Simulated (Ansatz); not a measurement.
One change: `B[CH2][AlH][OH]` becomes `C[CH2][AlH][OH]`.

Ansatz, PBE0-D4/def2-TZVP geometries, multiplicity 1. Each molecule was computed in one conformer, which needn't be the lowest.

```json
{"property": "zero-point energy (PBE0-D4/def2-TZVP) / kJ/mol", "`B[CH2][AlH][OH]`": "177.6"}
{"property": "LUMO energy (B3LYP/def2-TZVPP) / eV", "`B[CH2][AlH][OH]`": "-1.71"}
{"property": "LUMO energy (ωB97M-V/def2-TZVPP) / eV", "`B[CH2][AlH][OH]`": "0.26"}
{"property": "HOMO–LUMO gap (PBE0/def2-TZVPP) / eV", "`B[CH2][AlH][OH]`": "6.71"}
{"property": "size of the dipole moment (PBE/def2-TZVPP) / D", "`B[CH2][AlH][OH]`": "2.01"}
{"property": "HOMO–LUMO gap (B3LYP/def2-TZVPP) / eV", "`B[CH2][AlH][OH]`": "6.30"}
```

(1) Give the same properties after the change, and the shifts. (An estimate is asked.)

Results:

(1) The calculation gave: 
| property | `C[CH2][AlH][OH]` | shift |
| --- | --- | --- |
| zero-point energy (PBE0-D4/def2-TZVP) / kJ/mol | 222.9 | 45.3 |
| LUMO energy (B3LYP/def2-TZVPP) / eV | -0.68 | 1.03 |
| LUMO energy (ωB97M-V/def2-TZVPP) / eV | 1.10 | 0.84 |
| HOMO–LUMO gap (PBE0/def2-TZVPP) / eV | 7.07 | 0.36 |
| size of the dipole moment (PBE/def2-TZVPP) / D | 1.85 | -0.16 |
| HOMO–LUMO gap (B3LYP/def2-TZVPP) / eV | 6.65 | 0.35 |

With PBE0 the HOMO rises by 0.72 eV and the LUMO rises by 1.08 eV, so the gap widens by about 0.36 eV. PBE moves the HOMO by 0.79 eV and ωB97M-V by 0.67 eV. The zero-point energy changes by 45.3 kJ/mol with +3 modes. Dipoles are sizes alone; their direction can turn.

B3LYP here is the variant with VWN-RPA as its local correlation; programs differ in this.
